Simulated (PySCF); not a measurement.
H₈N₂Si₂, SMILES N[SiH2][SiH2]N. Geometry: PBE-D3(BJ)/def2-SVP. The values are those of a single conformer.

### Question
Give the equilibrium geometry at PBE-D3(BJ)/def2-SVP (PySCF confirms it by a frequency run) as Cartesian coordinates in Å. (The exact figures need the calculation; the answer reports its results.)

### Answer
One answer among several that fit: 
```xyz
12

Si     1.1032    -0.3149    -0.6640
N      1.6464     0.9373     0.4289
Si    -1.0598    -0.7026     0.1780
N     -1.6255     0.9323     0.5492
H      2.0034    -1.5230    -0.6011
H      1.0268     0.0599    -2.1353
H      0.8895     1.5291     0.7907
H      2.4894     1.4840     0.2383
H     -1.9280    -1.5204    -0.7583
H     -1.0273    -1.4344     1.4939
H     -1.7791     1.5509    -0.2541
H     -2.4275     1.0126     1.1830
```
Charge 0, spin multiplicity 1.
